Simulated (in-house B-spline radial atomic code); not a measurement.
Configurations of Ga VI (Ga5+), with energies counted from [Ar] 3d8. Computed with an all-electron radial atomic-structure program (B-spline basis): non-relativistic wB97X, spin-polarised, spherical fractional occupations, point nucleus. Shells without spins written out take the highest spin.

Caution: exact exchange at fractional occupations of open shells leaves self-interaction of up to several eV.

Occupations are held fixed; configurations that lie above the ionisation limit could autoionise.

```tsv
configuration	E - E(ref) (eV)	highest orbital	its <r> (bohr)
[Ar] 3d(4 up, 4 down)	4.044	3d up	0.7039
[Ar] 3d7 4s1	38.109	4s up	1.658
[Ar] 3d(4 up, 3 down) 4s(1 up, 0 down)	46.657	4s up	1.662
[Ne] 3s2 3p5 3d9	82.818	3d down	0.709
[Ne] 3s2 3p5 3d8 4p1	138.29	4p up	1.827
[Ne] 3s2 3p5 3d8 4f1	170.77	4f up	3.011
```

Order these further configurations by energy, lowest first.
A. [Ar] 3d7 4d1
B. [Ar] 3d7 4p1
C. [Ne] 3s2 3p(2 up, 3 down) 3d(3 up, 5 down) 4s(0 up, 1 down)
D. [Ne] 3s2 3p5 3d8 4d1
E. [Ar] 3d(4 up, 3 down) 4d(0 up, 1 down)

B (52.892 eV), A (71.296 eV), E (79.929 eV), C (123.47 eV), D (156.78 eV).

How far above the reference does [Ne] 3s2 3p(2 up, 3 down) 3d(4 up, 4 down) 4p(0 up, 1 down) lie?

144.52 eV; its least bound orbital is 4p down with <r> = 1.832 bohr.
